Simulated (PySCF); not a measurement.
C₈H₁₂ (charge -1 and doublet state).
Structure used (GFN2-xTB), in Å, numbered top down from 1:
```xyz
20
C8H12 angstrom
C     -2.0826   -1.2961    0.2975
C     -1.1987   -0.0836    0.2679
C     -1.9437    1.2192    0.2369
C      0.1711   -0.1710    0.0249
C      0.9990   -1.2932   -0.0678
C      2.3389   -0.9639   -0.2442
C      2.4811    0.5204   -0.3851
C      1.0606    1.0562   -0.1135
H     -2.6588   -1.4275   -0.6364
H     -1.4971   -2.1994    0.4484
H     -2.8209   -1.2313    1.1097
H     -1.2923    2.0617    0.4648
H     -2.7602    1.2194    0.9724
H     -2.4123    1.4260   -0.7444
H      0.6547   -2.3162    0.0129
H      3.1482   -1.6479   -0.4554
H      2.8295    0.8204   -1.3931
H      3.2144    0.9507    0.3208
H      0.7195    1.7105   -0.9256
H      1.0443    1.6563    0.8064
```

The hyperfine couplings belong to this conformer and change with its torsions.

Identity: `C[C-](C)[C]1C=CCC1` [radical] (charge -1).

Method used: UKS B3LYP, pcH-1 on C H, non-relativistic, mean-field spin-orbit, GIAO in PySCF 2.14.0. Whether the extra electron is bound in the gas phase wasn't checked; a finite basis holds it in any case. Couplings are sensitive to structure, and on GFN2-xTB geometries they can be far from those on DFT ones, by a factor of two or more for some ions and for spin on atoms past the first row. The SCF solution wasn't tested for stability.

Principal values of hyperfine tensors in MHz (contact and dipolar terms together), for some of the nuclei:

```json
{"atom": "H14", "isotope": "1H", "A1": "50.77", "A2": "51.57", "A3": "57.34"}
{"atom": "H17", "isotope": "1H", "A1": "42.52", "A2": "43.78", "A3": "50.12"}
{"atom": "C6", "isotope": "13C", "A1": "3.62", "A2": "4.45", "A3": "125.27"}
{"atom": "H18", "isotope": "1H", "A1": "33.70", "A2": "34.30", "A3": "41.41"}
{"atom": "H9", "isotope": "1H", "A1": "33.20", "A2": "34.34", "A3": "39.89"}
{"atom": "C2", "isotope": "13C", "A1": "4.47", "A2": "5.12", "A3": "95.75"}
{"atom": "H16", "isotope": "1H", "A1": "-50.80", "A2": "-28.32", "A3": "-10.68"}
{"atom": "H13", "isotope": "1H", "A1": "17.82", "A2": "18.63", "A3": "24.69"}
```

Problem. Split each tensor into its isotropic and traceless parts, and turn a_iso into mT with g = 2.0026.

Solution. a_iso = (A1 + A2 + A3)/3, Ti = Ai − a_iso; 1 mT corresponds to 28.029 MHz.

```csv
atom,a_iso (MHz),a_iso (mT),T1,T2,T3
H14,53.23,1.899,-2.46,-1.65,4.11
H17,45.47,1.622,-2.95,-1.70,4.65
C6,44.45,1.586,-40.83,-40.00,80.82
H18,36.47,1.301,-2.77,-2.17,4.94
H9,35.81,1.278,-2.61,-1.47,4.08
C2,35.11,1.253,-30.64,-29.99,60.63
H16,-29.93,-1.068,-20.86,1.61,19.25
H13,20.38,0.727,-2.56,-1.75,4.31
```

Problem. What spin density at the nucleus of H14 lies behind its contact coupling (g_N = 5.58569)?

Solution. a_FC = (2μ0/3) gₑ μB g_N μN ρ(0)/(2S·h) = 800.24 MHz × g_N × ρ(0)/(2S), with ρ in bohr⁻³. With a_FC = 53.23 MHz and 2S = 1, ρ(0) = 0.01191 bohr⁻³. In magnitude that is 3.7 % of the 1/π = 0.318 of a free hydrogen atom.

Problem. H11 (1H, g_N = 5.58569) isn't in the table. Its spin density at the nucleus is 0.003768 bohr⁻³. What is its contact coupling?

Solution. By the same relation, a_FC = 16.84 MHz. Its full tensor has the principal values 14.40, 14.99, 21.14 MHz.

Problem. Name the largest traceless tensor T of the table and describe it.

Solution. C6: -40.8, -40.0, 80.8 MHz, axial, in the ratio −1:−1:+2, the form that spin in one p orbital centred on that nucleus gives.

Problem. What first-order splitting does H14 cause when the field lies along A1, A2 or A3 of its tensor (g taken as isotropic, no quadrupole term)?

Solution. 2 lines (I = 1/2), spaced by |A_i|/(g × 13.996): 1.81, 1.84, 2.05 mT along the axes of A1, A2 and A3.

The SMILES draws the unpaired electron on C4; the largest computed Mulliken spin population is on C6 (0.50 against 0.07).
